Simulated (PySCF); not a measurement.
Compound: C3H2FP3.
Numbering: `[F:1][c:2]1[p:3][cH:4][p:5][cH:6][p:7]1`

Probes without a nucleus sit at each ring's centroid and 1 Å off its mean plane on both sides; NICS is minus the shielding there, NICSzz its component along the normal. Level: GIAO PBE0/pcSseg-1 (PySCF, non-relativistic, gas phase) on the GFN2-xTB geometry, one conformer.

Ring bond lengths (Å), with Mayer bond orders in brackets: C2–P3 1.740 (1.26), P3–C4 1.728 (1.31), C4–P5 1.730 (1.30), P5–C6 1.730 (1.30), C6–P7 1.728 (1.31), P7–C2 1.740 (1.26).

Problem. What do the NICS probes read (ppm)?

Solution. 
```tsv
ring	type	NICS(0)	NICS(1), two faces	NICS(1)zz, two faces	rms pucker (Å)	centre to ring atoms, mean (Å)
C2–P3–C4–P5–C6–P7	6-membered ring with 3 P; formal bonds all aromatic	-7.2	-9.9 / -9.9	-23.9 / -23.9	0.00	1.72
```

Problem. What do they say, and how far can they be read as aromaticity?

Solution. 
- C2–P3–C4–P5–C6–P7: mean NICS(1)zz -23.9 ppm, shielded.

Problem. What does the geometric index give? HOMA takes Krygowski's 1993 parameters.

Solution. 
- C2–P3–C4–P5–C6–P7: HOMA 0.85; the largest term is that of C2–P3, α(R − Ropt)² = 0.21.

Problem. At the first NICS(1) probe listed for ring C2–P3–C4–P5–C6–P7, 1 Å off the ring, what do the in-plane components average?

Solution. The isotropic value is a third of the trace: (3 × -9.9 − (-23.9))/2 = -2.9 ppm.
